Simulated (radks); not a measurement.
The numbers below are computed, except where a source is named.
Numerical settings for the dysprosium ion Dy+, [Xe] 4f10 6s1. Code: a radial shooting solver on a logarithmic mesh with Libxc functionals. Model: scalar-relativistic Kohn-Sham, r2SCAN, spin-polarised, spherical densities, finite nucleus; open shells are filled with parallel spins first (spin-orbit coupling, left out, can overturn this in heavy ions); meta-GGA in the generalised Kohn-Sham scheme; Fermi nuclear charge, rms radius 5.2218 fm. The defaults (mesh step 0.008 in ln r, mesh end at 40 bohr or more with all orbitals vanishing there, Anderson mixing 0.5 over 9 steps, residual threshold near 1e-9 with the energy settled to 1e-9 hartree or 1e-11 of itself, here a cap of 91 iterations) give E = -12157.340 hartree and 4f at -6.941 eV in 17 iterations. Run on one thread of a shared host, so times are rough (Arm Neoverse V1): 0.35 s of CPU time, 0.35 s wall, 17 iterations on 2360 mesh points. One setting is changed at a time: mesh step in ln r 0.003; mesh step in ln r 0.08; mesh step in ln r 0.12; mesh end (bohr) 400; mesh end (bohr) 1; residual threshold 0.001; residual threshold 1e-16; mixing 0.05; linear mixing, mixing 0.05; linear mixing, mixing 0.5; mixing history 2; iteration cap 8. Which runs fail to converge, and which converge to a wrong energy?

Answer. Not converged within the cap: mesh step in ln r 0.08; mesh step in ln r 0.12; residual threshold 1e-16; mixing 0.05; linear mixing, mixing 0.05; iteration cap 8. Settled on a wrong energy, with an occupied level pushed above zero by the early mesh end: mesh end (bohr) 1 (+278 hartree). Apart from these: no run marked as converged misses the energy by more than 1 mhartree.
